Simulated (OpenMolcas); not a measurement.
## Ag4+: moving or changing the point charges

Ag4+ among 6 point charges of -1.7 e arranged as a tetragonal octahedron (D4h), 1.97 Å from the ion, with the axial distance 1.694 Å.

```json
{
 "Program": "OpenMolcas 26.06",
 "Method": "CASSCF",
 "Basis": "ANO-RCC-VDZP [6s5p3d1f]",
 "Scalar Hamiltonian": "DKH2, point nucleus",
 "Active space": "7 electrons in 5 orbitals (4d)",
 "State averaging": "2S+1 = 4 even, 10 roots; 2S+1 = 2 even, 40 roots",
 "Spin-orbit coupling": "state interaction with AMFI integrals over the reference wave functions"
}
```

Runs around this geometry, states (labels of D4, the rotations of D4h). Energies in cm-1 above the lowest state or level, χT in cm3 K/mol.

| R (Å) | q (e) | Axial / equatorial distance | Ground state | First state of that spin | First gap with spin-orbit (degeneracies) | χT at 300 K | First state of another spin |
| --- | --- | --- | --- | --- | --- | --- | --- |
| 1.97 | -1.1 | 0.86 | 4E | 4A2 1418 | 1201 (2, 2) | 4.253 | 2B1 14494 |
| 1.8 | -1.7 | 0.86 | 4E | 4A2 3244 | 1330 (2, 2) | 3.707 | 2B1 7687 |
| 1.97 | -1.7 | 0.86 | 4E | 4A2 2349 | 1348 (2, 2) | 4.010 | 2B1 11647 |
| 2.17 | -1.7 | 0.86 | 4E | 4A2 1701 | 1285 (2, 2) | 4.300 | 2B1 14452 |
| 1.97 | -1.7 | 0.93 | 4E | 4A2 1130 | 1019 (2, 2) | 3.779 | 2B1 13793 |

Taking the first state of the same spin as R^-n, n = -ln(1701 / 3244) / ln(2.17 / 1.8) = 3.5 between the shortest and longest distance.

Scaling the charges by -1.1 / -1.7 = 0.65 scales the first state of the same spin by 1418 / 2349 = 0.60; with fixed orbitals a first-order splitting would follow the charge.

An orbital doublet at a regular site is open to a Jahn-Teller distortion, which this geometry leaves out. Without dynamic correlation the repulsion within the d shell is too large (B by tens of per cent), so at a given field states of lower spin stand too high. This shell can be high or low spin here, a state of another spin lies low, and with metal d orbitals alone active their balance is uncertain, so the ground spin may be wrong. Point charges give a weaker field than real ligands, and real ions of this kind are as a rule low spin; the high spin found here belongs to the model. Point charges carry no covalency, so the field is a model and not that of real ligands. No measured value stands beside these numbers.
